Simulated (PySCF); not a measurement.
A geometry optimisation on 4-chlorothioanisole, `c1c(SC)ccc(Cl)c1`.

Computed with PBE0-D3(BJ)/def2-SVP geometry optimisation, gas phase (PySCF 2.14.0). Start geometry: GFN2-xTB. A driver script takes a list of jobs; this job's settings line and coordinates (Å) are shown.

Input:
```
{"job": {"xc": "PBE0", "basis": "def2-SVP", "d3": "d3bj", "grid": 2, "kind": "geom"}, "charge": 0, "multiplicity": 1}
C      2.874939     0.723584    -0.390907
S      1.882133    -0.617591    -1.106155
C      0.281168    -0.391611    -0.399829
C     -0.696690    -1.308599    -0.783099
C     -1.978748    -1.215351    -0.284546
C     -2.291649    -0.197318     0.605388
Cl    -3.897733    -0.072326     1.234714
C     -1.329589     0.719075     0.993102
C     -0.043550     0.622868     0.490799
H      2.916599     0.620197     0.689482
H      2.466149     1.686810    -0.682372
H      3.869302     0.603563    -0.809837
H     -0.436701    -2.094014    -1.476046
H     -2.733617    -1.925826    -0.581884
H     -1.579917     1.508265     1.684857
H      0.690305     1.347218     0.804923
```

Output:
```
step   0  E = -1128.29002196  max force = 0.013592
step   1  E = -1128.29162828  max force = 0.002436
step   2  E = -1128.29165417  max force = 0.000935
step   3  E = -1128.29166208  max force = 0.000656
step   4  E = -1128.29166520  max force = 0.000314
optimisation converged
```

Energies in Eh; «max force» is the largest Cartesian gradient component in Eh/bohr.

Task: How much energy does the optimisation release, in eV?

Result: E(step 0) − E(last step) = 0.001643 Eh, which is 0.045 eV.

In short: final energy -1128.29167 Eh after 4 steps; dipole 2.19 D.

Task: Give the final coordinates.

Result: 0.016 Å rms from the input after alignment:
```
atom  x, y, z in Å
C1     2.2693    0.5674   -0.0068
S2     1.3119   -0.7707   -0.7294
C3    -0.2867   -0.5459   -0.0270
C4    -1.2772   -1.4647   -0.4100
C5    -2.5692   -1.3717    0.0884
C6    -2.8906   -0.3503    0.9838
Cl7   -4.5015   -0.2276    1.6102
C8    -1.9218    0.5687    1.3743
C9    -0.6255    0.4720    0.8715
H10    2.3265    0.4844    1.0886
H11    1.8739    1.5537   -0.2914
H12    3.2817    0.4627   -0.4201
H13   -1.0286   -2.2658   -1.1109
H14   -3.3341   -2.0890   -0.2133
H15   -2.1825    1.3638    2.0748
H16    0.1151    1.2049    1.1932
```

Task: How long does this job take on one thread, Arm Neoverse V2 (aarch64), no GPU, shared host with 192 logical CPUs at a one-minute load of 65? And the peak memory of the process?

Result: About 61 s, with 0.87 GiB resident at the peak, the Python interpreter and its libraries included.
Labels such as C1 count atoms from 1, the log's own numbers from 0.
